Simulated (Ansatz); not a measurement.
Species: C$_{3}$HF$_{4}$ (charge 0, doublet). It need not be the lowest isomer of its formula. 
Coordinates optimised at B3LYP-D3(BJ)/def2-TZVP (Ansatz, a program for electronic structure):
SMILES: FC(F)(F)/C=[C]/F
```xyz
8

F      2.2558    -0.4195    -0.5784
C      1.7543     0.4874     0.2018
C      0.5216     0.7655     0.5570
C     -0.7004     0.0277     0.0975
F     -1.3724    -0.4894     1.1475
F     -0.4186    -0.9807    -0.7404
F     -1.5534     0.8594    -0.5367
H      0.3454     1.5885     1.2350
```
Charge 0, spin multiplicity 2.

Basis-set convergence of Hartree-Fock and CCSD(T) correlation energies (hartree) with Ansatz. Correlated levels leave the core frozen unless marked. Open shells are spin-unrestricted. Spin-orbit coupling is left out. Non-relativistic.

The UHF reference is spin-contaminated (<S^2> 0.17 over the pure value in the largest basis). 

```json
[
 {"basis": "cc-pVDZ", "functions": "103", "E(HF)": "-511.88150", "E(corr, CCSD(T))": "-1.14953"},
 {"basis": "cc-pVTZ", "functions": "224", "E(HF)": "-512.04972", "E(corr, CCSD(T))": "-1.49192"},
 {"basis": "cc-pVQZ", "functions": "415", "E(HF)": "-512.08929", "E(corr, CCSD(T))": "-1.61138"}
]
```

Extrapolating the two largest sets (X = 3 and 4) as X^-3: E(corr) = (64·(-1.61138) - 27·(-1.49192))/37 = -1.6986 Eh, an estimate of the basis-set limit. The largest set recovers 94.9 % of it, the smallest 67.7 %.
